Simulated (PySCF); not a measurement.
## Exercise with solution: oscillator strength and radiative lifetime

C3H4O, SMILES C1CC1=O.

Geometry optimised at B3LYP-D3(BJ)/def2-SVP.

PySCF 2.14.0 with TDA-B3LYP/def2-SVPD puts the first singlet state with f over 0.02 at 6.23 eV (vertical), with the transition dipole (0.000, -0.385, 0.000) in atomic units.

### Question
Find the oscillator strength, the wavelength and the radiative lifetime that this transition would have in vacuum if emission retraced absorption.

### Answer

|μ|² = 0.1482 au, so |μ| = 0.98 D. ΔE = 6.23/27.211 = 0.2289 hartree. f = (2/3) ΔE |μ|² = 0.023 (the program prints 0.023).
λ = 1239.84/6.23 = 199 nm; ν = 50248 cm⁻¹.
Einstein's coefficient A = 0.6670 ν² f s⁻¹ (ν in cm⁻¹) = 3.8e7 s⁻¹, so τ = 1/A = 26 ns. This state is S2; the lower singlet has f = 0.000. The figure is the radiative limit of this one transition; relaxation, internal conversion, crossing to triplets and a medium change what is measured.
